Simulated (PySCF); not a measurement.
# Dipole moment and polarisability of `N#C[Si@@H]1C[C@@H]1CF`

Compound: C₄H₆FNSi.
SMILES with atom numbers: `[N:1]#[C:2][Si@@H:3]1[CH2:4][C@@H:5]1[CH2:6][F:7]` (hydrogens: H8 on Si3; H9, H10 on C4; H11 on C5; H12, H13 on C6)

Cartesian coordinates in Å at the GFN2-xTB level; atoms count from 1:
```xyz
13
C4H6FNSi angstrom
N      2.860    1.568    0.707
C      2.215    0.652    0.468
Si     1.190   -0.838    0.074
C     -0.059   -0.532   -1.306
C     -0.678   -0.529    0.100
C     -1.266    0.769    0.581
F     -1.400    0.764    1.951
H      1.798   -2.119    0.361
H     -0.367   -1.339   -1.954
H     -0.074    0.420   -1.821
H     -1.328   -1.370    0.315
H     -0.623    1.620    0.333
H     -2.273    0.933    0.174
```

Level: wB97X-D/def2-SVPD (PySCF), static field, nuclei fixed, core orbitals frozen in the response. The polarisability tensor in these axes (au):

```
x   89.44  3.70  6.38
y    3.70 74.09  4.48
z    6.38  4.48 67.89
```

Problem. Diagonalise the tensor; give its mean and Δα, where Δα² is half the sum of the squared differences of the eigenvalues.

Solution. Principal values 64.81, 74.16 and 92.45 au; mean 77.14 au = 11.43 Å³ = 12.72 × 10⁻⁴⁰ C²·m²/J; Δα = 24.35 au (32 % of the mean).

Problem. What is the dipole moment, and where does it point?

Solution. (-1.83, -3.10, -2.64) D, 4.47 D in size, pointing from the negative to the positive side. Measured along this direction, the outermost atoms are N1 at the negative end and H9 at the positive end.

Problem. What molar refraction does this α imply?

Solution. Lorentz–Lorenz: R = (4π/3)N_A α = 2.5225 cm³/(mol·Å³) × 11.43 Å³ = 28.8 cm³/mol, in the limit of long wavelengths.

Problem. Find the Langevin capture rate constant for H3O+ (19.018 u) meeting this molecule (115.025 u), k = 2.342 × 10⁻⁹ cm³/s × √(α in Å³ / reduced mass in u).

Solution. The reduced mass is 16.32 u, so k = 1.96 × 10⁻⁹ cm³/s. The formula leaves out the permanent dipole, which adds to the capture rate.

Problem. What are the principal values of the traceless quadrupole moment, Θ = ½Σq(3rr − r²1), about the centre of nuclear charge?

Solution. -10.28, -1.46, 11.75 D·Å. The values depend on the origin, since the dipole doesn't vanish. The electronic extent ⟨r²⟩ about the same centre is 986 bohr², a root-mean-square distance of 2.14 Å for the 60 electrons.

Problem. How large is μ²/3kT at 350 K beside α?

Solution. In Gaussian units μ²/3kT = 137.65 Å³ against 11.43 Å³, a ratio of 12.04; the Debye molar polarisation (4π/3)N_A(α + μ²/3kT) is 376.1 cm³/mol, leaving out the vibrational part.

Problem. What would n − 1 = 2πNα be for an ideal gas of these molecules at 298.15 K and 1 atm, electronic part alone?

Solution. N = p/kT = 2.4615 × 10¹⁹ cm⁻³, so n − 1 = 2π × N × 11.43 × 10⁻²⁴ cm³ = 1768 × 10⁻⁶ at long wavelengths, for an ideal gas.

One conformer (not necessarily the lowest) at the GFN2-xTB geometry, without solvent, vibrations or thermal averaging.
